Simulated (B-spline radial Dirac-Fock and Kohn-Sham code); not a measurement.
**Sm⁺: non-radiative channels of the 2p1/2 vacancy**

System: the Sm⁺ ion, [Xe] 4f6 6s1, inside a Watson sphere of charge -1 and radius 2 Å (a model of the Madelung potential; inside it an electron's potential energy is raised by 7.2 eV).

Method: a relativistic independent-particle model: LDA orbitals of the hole state, radiative multipoles to third order, Auger rates from the Coulomb interaction with a continuum orbital, Dirac-Fock energies. Computed with a radial finite-basis atomic code. Kinetic energies are configuration averages from the vacuum level; the two-hole energies are estimated from single-hole states.

| transition | kinetic energy (eV) | width (meV) | share (%) |
| --- | --- | --- | --- |
| L2-L3N2 | 280.2 | 168 | 5.3 |
| L2-L3N4 | 429.0 | 242 | 7.6 |
| L2-M1M2 | 3994.5 | 84.2 | 2.7 |
| L2-M2M3 | 4295.8 | 254 | 8.0 |
| L2-M2M4 | 4612.5 | 135 | 4.3 |
| L2-M2M5 | 4632.1 | 230 | 7.3 |
| L2-M3M4 | 4730.9 | 179 | 5.6 |
| L2-M4M4 | 5041.3 | 151 | 4.8 |
| L2-M4M5 | 5066.4 | 647 | 20.5 |
| L2-M4N5 | 6045.7 | 109 | 3.4 |

The listed channels hold 69 % of the non-radiative rate. Summed by principal shells, of 3.16 eV in all: LMM 58.2 %, LMN 19.3 %, LLN 18.3 %, LNN 1.6 %, LMO 1.1 %, LLO 1.1 %.
